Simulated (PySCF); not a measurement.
# Trend along the alkali metals: MZn cations

PBE0 with double-zeta basis sets in PySCF, for the lowest determinant that a PBE0 search found; no spin–orbit coupling. De refers to high-spin ground-configuration atoms (the charge goes to the atom of lower measured ionisation energy or higher electron affinity, which is not always the lowest computed limit). A positive dipole points towards Zn; it is taken about the centre of mass and depends on that origin.

| M | basis | charged atom | state (unpaired electrons) | Re (Å) | ωe (cm⁻¹) | De (eV) | μ (D) |
| --- | --- | --- | --- | --- | --- | --- | --- |
| Li | x2c-SVPall | Li+ | singlet (closed shell) | 2.670 | 258 | 0.63 | -8.03 |
| Na | 6-31G(d,p) | Na+ | singlet (closed shell) | 2.736 | 198 | 0.82 | -6.00 |
| K | x2c-SVPall | K+ | singlet (closed shell) | 3.546 | 75.1 | 0.23 | -8.34 |
| Rb | def2-SVP | Rb+ | singlet (closed shell) | 3.682 | 60.1 | 0.21 | -5.30 |
| Cs | def2-SVP | Cs+ | singlet (closed shell) | 3.898 | 52.0 | 0.19 | -3.94 |

Q: By what factor does the bond length vary along the series?

A: At PBE0 it runs from 2.670 Å (LiZn⁺) to 3.898 Å (CsZn⁺), a factor of 1.46.

The rows differ in basis set, which adds steps of its own.

Down a group the atoms grow and get heavier, so bonds lengthen and wavenumbers fall; this series shows no clear exception.

Closed-shell solutions of metal pairs were not tested for spin polarisation, which can lower them a little. Weak bonds: CsZn⁺, KZn⁺, RbZn⁺. Basis-set superposition, not corrected here, can be much of De in a small basis, most of all at correlated wavefunction levels. Spin–orbit coupling is left out. For an ion De counts to the pair picked by the measured ionisation energies or electron affinities, which need not be the lowest pair at this level.
